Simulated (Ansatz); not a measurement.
`[SiH3][SiH2][GaH2]` + H₂O → `[OH][GaH2]` + disilane  (formal hydrolysis of a Ga–Si bond)

Computed with Ansatz on PBE0-D4/def2-TZVP structures; ΔE is electronic, products minus reactants. CCSD(T)/CBS is the MP2 limit (def2-TZVPP, def2-QZVPP) plus CCSD(T) − MP2 in def2-TZVPP, frozen cores. This one scheme is used for every species. Functionals use def2-TZVPP. For Ga outer-core shells are correlated without core-valence functions, which leaves a few kJ/mol of doubt a bond. Scalar relativity is left out up to krypton.

```json
{"level": "LDA (SPW92)", "ΔE (kcal/mol)": "-9.2", "difference from CCSD(T)/CBS": "1.1"}
{"level": "BLYP-D4", "ΔE (kcal/mol)": "-11.5", "difference from CCSD(T)/CBS": "-1.2"}
{"level": "r2SCAN-D4", "ΔE (kcal/mol)": "-11.0", "difference from CCSD(T)/CBS": "-0.7"}
{"level": "BHLYP-D4", "ΔE (kcal/mol)": "-11.0", "difference from CCSD(T)/CBS": "-0.7"}
{"level": "CAM-B3LYP-D4", "ΔE (kcal/mol)": "-12.9", "difference from CCSD(T)/CBS": "-2.6"}
{"level": "B2PLYP", "ΔE (kcal/mol)": "-13.2", "difference from CCSD(T)/CBS": "-2.9"}
{"level": "BLYP", "ΔE (kcal/mol)": "-13.3", "difference from CCSD(T)/CBS": "-3.0"}
{"level": "r2SCAN", "ΔE (kcal/mol)": "-11.2", "difference from CCSD(T)/CBS": "-0.9"}
{"level": "r2SCANh", "ΔE (kcal/mol)": "-10.9", "difference from CCSD(T)/CBS": "-0.6"}
{"level": "BHLYP", "ΔE (kcal/mol)": "-13.1", "difference from CCSD(T)/CBS": "-2.8"}
{"level": "CCSD/def2-SVP", "ΔE (kcal/mol)": "-14.3", "difference from CCSD(T)/CBS": "-4.0"}
{"level": "CCSD(T)/def2-SVP", "ΔE (kcal/mol)": "-14.4", "difference from CCSD(T)/CBS": "-4.1"}
{"level": "MP2/def2-TZVPP", "ΔE (kcal/mol)": "-12.5", "difference from CCSD(T)/CBS": "-2.2"}
{"level": "CCSD/def2-TZVPP", "ΔE (kcal/mol)": "-11.7", "difference from CCSD(T)/CBS": "-1.4"}
{"level": "HF/def2-QZVPP", "ΔE (kcal/mol)": "-15.2", "difference from CCSD(T)/CBS": "-4.9"}
{"level": "MP2/CBS(def2)", "ΔE (kcal/mol)": "-11.3", "difference from CCSD(T)/CBS": "-1.0"}
{"level": "CCSD(T)/CBS", "ΔE (kcal/mol)": "-10.3", "difference from CCSD(T)/CBS": "0"}
```

(1) What do rigid-rotor, harmonic-oscillator terms from PBE0-D4/def2-TZVP frequencies (298.15 K, 1 bar) make of the CCSD(T)/CBS value? (Best estimate.)

Largest T1 diagnostic among the species: 0.015.

## Answers

(1) Computed: ΔZPE = -0.3 kcal/mol, ΔH = -11.8 kcal/mol, ΔS = -20 J/(mol·K), ΔG = -10.4 kcal/mol.

The D4 term adds +1.7 kcal/mol with B3LYP and +1.0 kcal/mol with PBE0; it sums over pairs of atoms, weighted by their polarisabilities, and B3LYP, whose exchange is more repulsive, gets the larger term. At CCSD(T), def2-SVP lies −4.1 kcal/mol from the extrapolated value and def2-TZVPP −1.2 kcal/mol.

B3LYP here is the variant with VWN-RPA as its local correlation; programs differ in this.
